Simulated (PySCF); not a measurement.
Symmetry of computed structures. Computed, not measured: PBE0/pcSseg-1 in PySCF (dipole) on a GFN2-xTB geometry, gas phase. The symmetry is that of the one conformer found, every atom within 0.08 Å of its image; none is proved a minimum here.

(1) Point group, rotor type and polarity of `[OH:1][SiH2:2]/[C:3]([F:4])=[CH:5]\[SiH2:6][O:7][SiH3:8]` with H–O1–Si2–C3 45°, O1–Si2–C3–F4 163°, C3–C5–Si6–O7 -37°, C5–Si6–O7–Si8 -84°?

(2) Point group, rotor type and polarity of `[N:1]#[C:2][CH2:3][C@H:4]1[CH2:5][CH2:6][SiH2:7][CH2:8][CH2:9][O:10]1` with C2–C3–C4–C5 179°, C3–C4–C5–C6 -179°, C4–C5–C6–Si7 -56°, C5–C6–Si7–C8 -26°, C6–Si7–C8–C9 69°?

(3) `[CH3:1][C@@H:2]([O:3][SiH3:4])[C@@H:5]([F:6])[C:7](=[O:8])[OH:9]` with C1–C2–O3–Si4 -93°, C1–C2–C5–F6 72°, C2–C5–C7–O8 117°, C5–C7–O9–H 179°: symmetry, top, dipole?

(4) What symmetry has `[CH2:1]=[C:2]([CH3:3])[CH2:4][C:5](=[O:6])[C:7](=[CH2:8])[SiH2:9][NH2:10]` with C1–C2–C4–C5 105°, C2–C4–C5–O6 5°, C4–C5–C7–C8 -60°, C5–C7–Si9–N10 -11°, C7–Si9–N10–H 43° and -179°?

(5) What symmetry has `[CH3:1][O:2][SiH2:3][Si:4]([C:5]#[N:6])([O:7][CH3:8])[O:9][CH3:10]` with C1–O2–Si3–Si4 -175°, O2–Si3–Si4–C5 66°, Si3–Si4–O7–C8 175°, Si3–Si4–O9–C10 57°?

Answers

(1) C1; asymmetric top; symmetry number 1; this conformer is chiral (no improper operation); dipole 2.41 D.

(2) C1; asymmetric top; symmetry number 1; this conformer is chiral (no improper operation); dipole 4.59 D.

(3) C1; asymmetric top; symmetry number 1; this conformer is chiral (no improper operation); dipole 2.38 D; A, B, C = 1704, 1062, 769.6 MHz.

(4) C1; asymmetric top; symmetry number 1; this conformer is chiral (no improper operation); dipole 1.52 D; A, B, C = 1935, 656.8, 572.2 MHz.

(5) C1; near-prolate asymmetric top; symmetry number 1; this conformer is chiral (no improper operation); dipole 3.62 D; A, B, C = 1206, 618.9, 595.2 MHz.
